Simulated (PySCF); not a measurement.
Job file and geometry (Å, from GFN2-xTB) of an NMR shielding run on SMILES CB1OCC(F)CO1, C₄H₈BFO₂, GIAO PBE0/pcSseg-1 NMR shielding, non-relativistic, gas phase (PySCF); density fitting, a coarse starting grid and PySCF grid level 2 are the driver's defaults:

```
$ OMP_NUM_THREADS=1 python probes_run.py task.json out

{"job": {"kind": "nmr", "xc": "PBE0", "basis": "pcSseg-1"}, "charge": 0, "multiplicity": 1}
C      2.573167    -0.039090    -0.528497
B      1.025490    -0.076915    -0.178955
O      0.167357    -0.638159    -1.074665
C     -1.212846    -0.703989    -0.808125
C     -1.642271     0.437210     0.115778
F     -2.957774     0.268104     0.486231
C     -0.752482     0.440665     1.360345
O      0.608409     0.455338     1.003286
H      2.752145    -0.304521    -1.564790
H      3.124304    -0.738413     0.094331
H      2.993396     0.944807    -0.344993
H     -1.742539    -0.646005    -1.764781
H     -1.451684    -1.663177    -0.330533
H     -1.576277     1.399550    -0.407360
H     -0.947776     1.327672     1.972230
H     -0.968217    -0.454133     1.959088
```

**Question.** What does the program print?

**Answer.** 
```
coarse grid: 13648 points
cycle   1  E = -431.7521879409  dE =  1.161e+00  |g| = 8.732e-01  |ddm| = 3.423e+00
cycle   2  E = -431.6333987194  dE =  1.188e-01  |g| = 1.215e+00  |ddm| = 1.325e+00
cycle   3  E = -431.8857075358  dE = -2.523e-01  |g| = 8.593e-02  |ddm| = 8.195e-01
cycle   4  E = -431.8870409511  dE = -1.333e-03  |g| = 3.325e-02  |ddm| = 7.465e-02
cycle   5  E = -431.8872984178  dE = -2.575e-04  |g| = 5.327e-03  |ddm| = 2.512e-02
cycle   6  E = -431.8873036106  dE = -5.193e-06  |g| = 2.132e-03  |ddm| = 4.653e-03
final grid: 133040 points
cycle   7  E = -431.9604559780  dE = -4.120e-05  |g| = 1.265e-02  |ddm| = 2.525e-02
cycle   8  E = -431.9604274916  dE =  2.849e-05  |g| = 1.808e-02  |ddm| = 1.658e-02
cycle   9  E = -431.9604851641  dE = -5.767e-05  |g| = 1.036e-03  |ddm| = 9.942e-03
cycle  10  E = -431.9604853936  dE = -2.296e-07  |g| = 2.029e-04  |ddm| = 9.122e-04
cycle  11  E = -431.9604854012  dE = -7.568e-09  |g| = 8.940e-05  |ddm| = 1.909e-04
cycle  12  E = -431.9604854024  dE = -1.195e-09  |g| = 2.933e-05  |ddm| = 6.576e-05
cycle  13  E = -431.9604854026  dE = -1.472e-10  |g| = 5.765e-06  |ddm| = 2.042e-05
converged SCF energy = -431.9604854026

GIAO shielding tensors (ppm)
atom      isotropic    diamagn.    paramagn.     s11        s22        s33       span
  0 C      188.558     253.459     -64.901    182.942    183.898    198.834     15.892
  1 B       72.663     195.981    -123.318     52.509     72.033     93.445     40.936
  2 O      221.264     394.842    -173.578     99.202    251.818    312.773    213.571
  3 C      119.032     244.240    -125.208     99.186    105.446    152.462     53.277
  4 C       99.547     250.386    -150.839     68.456     76.575    153.610     85.153
  5 F      408.833     468.673     -59.840    403.671    405.285    417.543     13.871
  6 C      119.118     244.153    -125.036     99.219    105.732    152.402     53.183
  7 O      225.123     395.083    -169.959    100.148    256.726    318.496    218.349
  8 H       31.647      30.577       1.070     27.012     30.052     37.878     10.866
  9 H       31.502      29.844       1.658     27.546     28.850     38.109     10.563
 10 H       31.598      30.443       1.155     27.288     29.554     37.951     10.662
 11 H       27.206      28.418      -1.213     23.074     26.895     31.648      8.573
 12 H       27.614      29.477      -1.863     24.017     26.658     32.168      8.151
 13 H       26.899      31.163      -4.263     24.006     27.599     29.093      5.087
 14 H       27.210      28.425      -1.215     23.065     26.907     31.657      8.593
 15 H       27.621      29.487      -1.866     23.992     26.681     32.191      8.200
```

Size and cost of the density-fitted run: 176 basis functions, 12 s wall time on 1 thread of an AMD EPYC 9R45, shared host; peak memory 0.79 GiB.
